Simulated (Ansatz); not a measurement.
Two members of one family (Series HfX4), computed with Ansatz in the gas phase; def2 core potentials for Hf, no spin–orbit coupling. The two geometries come from different levels. A negative affinity means that the extra electron isn't bound at that geometry and level; within about 0.2 eV of zero the sign isn't settled. Binding counts from free atoms in the multiplicity of their measured ground term, without zero-point energy. A dash marks a value that wasn't run or was left out as unsound. The structures are stationary points that may keep the symmetry of their start. Remarks come from the PBE and PBE0 runs and from stability tests at other levels; not every state was tested. A HOMO above zero means that the electron is unbound at that level and held by the basis, or that self-interaction error raises the level; the energy of removing that electron tells which.

First: HfH4 (singlet, charge 0, B3LYP-D4/def2-TZVP geometry).

Cartesian coordinates in Å:
```
Hf 0.0000 0.0000 0.0000
H -1.6819 -0.5712 -0.5067
H 1.0438 -1.4619 0.4312
H -0.1445 1.1088 1.4704
H 0.7826 0.9243 -1.3949
```

| level | HOMO (eV) | LUMO (eV) | gap (eV) | vertical EA (eV) | binding per atom (eV) |
| --- | --- | --- | --- | --- | --- |
| PBE-D4/def2-TZVPD | -7.12 | -3.07 | 4.05 | 0.31 | 2.51 |
| r2SCAN-D4/def2-TZVPD | -7.45 | -2.78 | 4.67 | 0.25 | 2.56 |
| r2SCANh-D4/def2-TZVP | -7.96 | -2.44 | 5.51 | – | 2.54 |
| PBE0-D4/def2-SVP | -8.39 | -2.06 | 6.33 | – | 2.43 |
| ωB97M-V/def2-TZVP | -10.79 | 0.05 | 10.84 | – | 2.55 |

Metal–donor distances: 4 × H 1.85 Å. Remarks: HOMO above zero (-1 doublet).

Second: HfF4 (singlet, charge 0, PBE0-D4/def2-SVP geometry).

```
atom   x (Å)   y (Å)   z (Å)
 Hf1   0.000   0.000   0.000
  F2  -1.842  -0.138  -0.458
  F3   0.570   1.806  -0.199
  F4   1.025  -1.119  -1.150
  F5   0.247  -0.549   1.806
```

Estimate the same table for the second.


```
               level  HOMO (eV)  LUMO (eV)  gap (eV)  vertical EA (eV)  binding per atom (eV)
   PBE-D4/def2-TZVPD     -10.16      -1.69      8.47             -0.16                   5.60
r2SCAN-D4/def2-TZVPD     -10.63      -1.35      9.29             -0.36                   5.51
r2SCANh-D4/def2-TZVP     -11.38      -1.01     10.38                 –                   5.41
    PBE0-D4/def2-SVP     -12.04      -0.85     11.20                 –                   5.41
   ωB97M-V/def2-TZVP     -14.68       0.25     14.93                 –                   5.42
```

Metal–donor distances: 4 × F 1.90 Å. Remarks: HOMO above zero (-1 doublet).
